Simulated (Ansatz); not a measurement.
C₄H₃S, doublet, geometry from GFN2-xTB; B3LYP/cc-pVTZ (Ansatz, an electronic-structure program).

Here is a job for Ansatz.
Ansatz 0.2 input:
```yaml
crystal:
  periodic: [false, false, false]
  atoms:
    - {symbol: S, position_ang: [-0.00127787, 0.06970181, 1.20878531]}
    - {symbol: C, position_ang: [-0.01316788, 1.23910850, -0.02540317]}
    - {symbol: C, position_ang: [0.01247167, -1.17275513, 0.00395312]}
    - {symbol: C, position_ang: [-0.00754797, 0.76302635, -1.27874893]}
    - {symbol: C, position_ang: [0.00761731, -0.66385036, -1.25401862]}
    - {symbol: H, position_ang: [0.02325580, -2.19950722, 0.31126409]}
    - {symbol: H, position_ang: [-0.01339697, 1.35042145, -2.17665447]}
    - {symbol: H, position_ang: [0.01434834, -1.25931936, -2.14986897]}
basis:
  gaussian:
    orbitals: cc-pVTZ
hamiltonian:
  xc: b3lyp
magnetization: {spin_polarized: true, initial_magnetization: 1}
scf: {lower_state_search: full}
```

Q: Predict the main parts of the log of this Ansatz run.

A: 
```
Functional definition: B3LYP
1120 factors; their error is unknown
mean field evaluation 1: about -15019.5387 eV, gradient 5.0e1 eV
mean field evaluation 2: about -14987.9071 eV, gradient 9.1e1 eV
mean field evaluation 4: about -15030.9794 eV, gradient 1.1e1 eV
mean field evaluation 8: about -15031.5529 eV, gradient 1.3e-1 eV
mean field evaluation 16: about -15031.5570 eV, gradient 8.8e-4 eV
mean field evaluation 32: about -15030.1518 eV, gradient 1.7e-2 eV
mean field evaluation 64: about -15031.5570 eV, gradient 5.6e-5 eV
mean field evaluation 96: about -15031.5545 eV, gradient 2.8e-1 eV
mean field -15031.55695414 eV, -552.3995293095 hartree, gradient 3.8e-5 eV, S^2 0.759183; 4 other end points of the search recorded, 0 dependent functions left out
reference -15031.55717474 eV, -552.3995374164 hartree; 22, 21 occupied and 174, 175 virtual orbitals, 1120 factors
Total energy: -15031.55717474 eV, -552.3995374164 hartree
```
